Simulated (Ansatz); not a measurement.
Gas-phase reaction 6 R1 → P1 + 9 P2, each structure at its B3LYP-D3(BJ)/def2-TZVP stationary point, reached from a drawn start (curvature not checked).
R1, CH4 (SMILES C) (charge 0, multiplicity 1):
```xyz
5

C      0.00000     0.00000     0.00000
H     -0.71147    -0.28402    -0.77429
H      0.11590     1.08300     0.00698
H     -0.36737    -0.33209     0.97012
H      0.96294    -0.46689    -0.20281
```
P1, C6H6 (SMILES c1ccccc1) (charge 0, multiplicity 1):
```xyz
12

C     -0.795     1.140     0.033
C     -1.384    -0.116    -0.058
C     -0.590    -1.256    -0.091
C      0.795    -1.140    -0.033
C      1.384     0.116     0.058
C      0.590     1.256     0.091
H     -1.414     2.028     0.059
H     -2.462    -0.206    -0.103
H     -1.049    -2.234    -0.162
H      1.414    -2.028    -0.059
H      2.462     0.206     0.103
H      1.049     2.234     0.162
```
P2, H2 (SMILES [H][H]) (charge 0, multiplicity 1, Z-matrix in Å and degrees):
```
H
H 1 0.7440
```

P less R. No zero-point or thermal terms.

Frozen-core correlation throughout.

Run with Ansatz (Gaussian orbitals). Each number belongs to the level named beside it.

Total energies in hartree:

```csv
structure,PBE/def2-TZVPP,r2SCAN/def2-TZVPP,CCSD(T)/cc-pVTZ
R1,-40.464282,-40.500875,-40.438100
P1,-232.021064,-232.191993,-231.805623
P2,-1.166123,-1.171285,-1.172335
```

### Question
Work out the reaction energy at each level in kcal/mol (1 hartree = 627.50947 kcal/mol), and say how far PBE/def2-TZVPP lies from CCSD(T)/cc-pVTZ.

### Answer
- PBE/def2-TZVPP: 9 × (-1.166123) + (-232.021064) − 6 × (-40.464282) = 0.269521 hartree = 169.13 kcal/mol
- r2SCAN/def2-TZVPP: 9 × (-1.171285) + (-232.191993) − 6 × (-40.500875) = 0.271692 hartree = 170.49 kcal/mol
- CCSD(T)/cc-pVTZ: 9 × (-1.172335) + (-231.805623) − 6 × (-40.438100) = 0.271962 hartree = 170.66 kcal/mol
PBE/def2-TZVPP less CCSD(T)/cc-pVTZ: -1.53 kcal/mol. CCSD(T)/cc-pVTZ is the level counted from, the highest shown, and no exact or measured value.

Ansatz is a quantum-chemistry and plane-wave program.
